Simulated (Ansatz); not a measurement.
Reaction (formal exchange of groups at a Ga–O bond): `[OH][GaH2]` + `C/C(O)=N\[SiH3]` → `O/[C]([GaH2])=N/[SiH3]` + CH₃OH

Computed with Ansatz on PBE0-D4/def2-TZVP structures; ΔE is electronic, products minus reactants. CCSD(T)/CBS is the MP2 limit (def2-TZVPP, def2-QZVPP) plus CCSD(T) − MP2 in def2-TZVPP, frozen cores. This one scheme is used for every species. Double bonds are as drawn, so ΔE can hold a change between cis and trans. Functionals use def2-TZVPP. B3LYP here is the variant with VWN-RPA as its local correlation; programs differ in this. For Ga outer-core shells are correlated without core-valence functions, which leaves a few kJ/mol of doubt a bond. Scalar relativity is left out up to krypton. Each species was taken in one conformer, which may not be the lowest.

Q: Is it downhill or uphill in electronic energy at CCSD(T)/CBS, and by how much? (Estimate.)

A: The calculation gave: Uphill: ΔE = +1.50 eV.

Q: What do these levels give: PBE0-D4, B3LYP-D4, B2PLYP, PBE, r2SCAN, PBE0, SCS-MP2/def2-TZVPP, CCSD/def2-TZVPP, HF/def2-QZVPP, MP2/def2-QZVPP, HF/CBS(def2), CCSD/CBS(def2)? (An estimate is asked.)

A: Computed: PBE0-D4 1.46, B3LYP-D4 1.51, B2PLYP 1.59, PBE 1.46, r2SCAN 1.55, PBE0 1.49, SCS-MP2/def2-TZVPP 1.58, CCSD/def2-TZVPP 1.53, HF/def2-QZVPP 1.68, MP2/def2-QZVPP 1.59, HF/CBS(def2) 1.69, CCSD/CBS(def2) 1.53 eV.

Largest T1 diagnostic among the species: 0.015.

The D4 term adds −0.05 eV with B3LYP and −0.03 eV with PBE0; it sums over pairs of atoms, weighted by their polarisabilities, and B3LYP, whose exchange is more repulsive, gets the larger term. In def2-TZVPP, CCSD(T) changes the Hartree–Fock value by −0.17 eV (the triples alone add −0.03 eV) and MP2 by −0.08 eV.
